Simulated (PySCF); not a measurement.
## Dipole moment and polarisability of `CC(=O)N1CC=CC1`

Compound: C6H9NO.
Numbering: `[CH3:1][C:2](=[O:3])[N:4]1[CH2:5][CH:6]=[CH:7][CH2:8]1` (hydrogens: H9, H10, H11 on C1; H12, H13 on C5; H14 on C6; H15 on C7; H16, H17 on C8)

Geometry (GFN2-xTB, Å), atoms numbered from 1 in this order:
```xyz
17
C6H9NO angstrom
C      2.3972   -0.2643   -0.2484
C      1.3051    0.7824   -0.2104
O      1.5187    1.9739   -0.3290
N      0.0546    0.3076   -0.0325
C     -1.0842    1.2119    0.0252
C     -2.2369    0.2860    0.2257
C     -1.8354   -0.9719    0.2810
C     -0.3487   -1.0747    0.1246
H      2.2267   -0.9615   -1.0659
H      2.4218   -0.8218    0.6855
H      3.3511    0.2341   -0.3942
H     -0.9665    1.9259    0.8493
H     -1.1622    1.7936   -0.9013
H     -3.2440    0.6505    0.3078
H     -2.4449   -1.8464    0.4175
H     -0.0766   -1.6790   -0.7517
H      0.1172   -1.5343    1.0070
```

Level: PBE0/def2-SVPD (PySCF), static field, nuclei fixed, core orbitals frozen in the response. The polarisability tensor in these axes (au):

```
x   90.91  0.96 -3.95
y    0.96 87.98 -2.63
z   -3.95 -2.63 56.96
```

Give the principal values, the mean and the anisotropy Δα = √{½[(α1 − α2)² + (α2 − α3)² + (α1 − α3)²]}.

Principal values 56.31, 87.74 and 91.79 au; mean 78.61 au = 11.65 Å³ = 12.96 × 10⁻⁴⁰ C²·m²/J; Δα = 33.64 au (43 % of the mean).

What is the dipole moment, and where does it point?

(-1.99, -3.58, 0.51) D, 4.13 D in size, pointing from the negative to the positive side. Measured along this direction, the outermost atoms are O3 at the negative end and H15 at the positive end.

How large is μ²/3kT at 350 K beside α?

In Gaussian units μ²/3kT = 117.50 Å³ against 11.65 Å³, a ratio of 10.09; the Debye molar polarisation (4π/3)N_A(α + μ²/3kT) is 325.8 cm³/mol, leaving out the vibrational part.

Find the Langevin capture rate constant for NH4+ (18.034 u) meeting this molecule (111.068 u), k = 2.342 × 10⁻⁹ cm³/s × √(α in Å³ / reduced mass in u).

The reduced mass is 15.52 u, so k = 2.03 × 10⁻⁹ cm³/s. The formula leaves out the permanent dipole, which adds to the capture rate.

What are the principal values of the traceless quadrupole moment, Θ = ½Σq(3rr − r²1), about the centre of nuclear charge?

-10.77, 0.54, 10.23 D·Å. The values depend on the origin, since the dipole doesn't vanish. The electronic extent ⟨r²⟩ about the same centre is 969 bohr², a root-mean-square distance of 2.13 Å for the 60 electrons.

What would n − 1 = 2πNα be for an ideal gas of these molecules at 350 K and 1 atm, electronic part alone?

N = p/kT = 2.0968 × 10¹⁹ cm⁻³, so n − 1 = 2π × N × 11.65 × 10⁻²⁴ cm³ = 1535 × 10⁻⁶ at long wavelengths, for an ideal gas.

One conformer (not necessarily the lowest) at the GFN2-xTB geometry, without solvent, vibrations or thermal averaging.
